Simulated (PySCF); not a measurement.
# How the method changes the shape and vibrations of ClGeH3N anion

All numbers below are calculated, not measured. The program is PySCF 2.14.0, an open-source quantum chemistry code, run on an isolated molecule that a program drew, which may never have been made. The molecule is ClGeH3N anion (charge -1, singlet), drawn as the SMILES string `[NH2][GeH-][Cl]`.

The geometry was optimised and harmonic frequencies were computed with HF and MP2, all in the aug-cc-pV(D+d)Z basis, for the commonest isotopes, with a restricted reference for singlets and an unrestricted one otherwise, and a frozen core in MP2. Germanium has the aug-cc-pVDZ-PP basis, with a core potential (ECP10MDF) in place of its 10 inner electrons, and its 3s, 3p and 3d shells are frozen in MP2. Each result is a local minimum of its method.

Geometry at the HF minimum:
```xyz
6
ClGeH3N anion, angstrom
N     1.2441   -0.7118   -0.3300
Ge    0.2953   -2.0470   -1.3154
Cl   -1.6115   -0.6491   -2.1424
H     1.3757    0.1551   -0.8196
H     0.7969   -0.4945    0.5423
H     1.1093   -1.7982   -2.6697
```

Lengths of the bonds as drawn, in Å (atoms numbered as above):
```
bond,HF,MP2
N1-Ge2,1.912,1.952
Ge2-Cl3,2.505,2.466
N1-H4,1.004,1.024
N1-H5,1.004,1.023
Ge2-H6,1.600,1.611
```

Rotational constants, in GHz:
| constant | HF | MP2 |
|---|---|---|
| A | 10.01 | 9.784 |
| B | 2.872 | 2.929 |
| C | 2.309 | 2.335 |

Harmonic frequencies in cm^-1, each column in rising order, so a row needn't be the same motion in every method:
| rank | HF | MP2 |
|---|---|---|
| 1 | 161 | 144 |
| 2 | 207 | 233 |
| 3 | 307 | 292 |
| 4 | 572 | 521 |
| 5 | 657 | 614 |
| 6 | 683 | 639 |
| 7 | 733 | 690 |
| 8 | 973 | ? |
| 9 | 1682 | 1537 |
| 10 | 1866 | 1817 |
| 11 | 3709 | 3473 |
| 12 | 3797 | 3583 |

**Estimate the missing MP2 frequency from the HF column.**

A single factor s that minimises the squared misfit of MP2 against s times HF over the other rows is sum(HF x MP2) / sum(HF^2) = 0.9411, with an rms misfit of 27 cm^-1. For rank 8 it gives 0.9411 x 973 = 916 cm^-1. The calculation gives 906 cm^-1, 10 cm^-1 below the estimate. The drawn bonds are on average 1.0 % longer in MP2 than in HF.
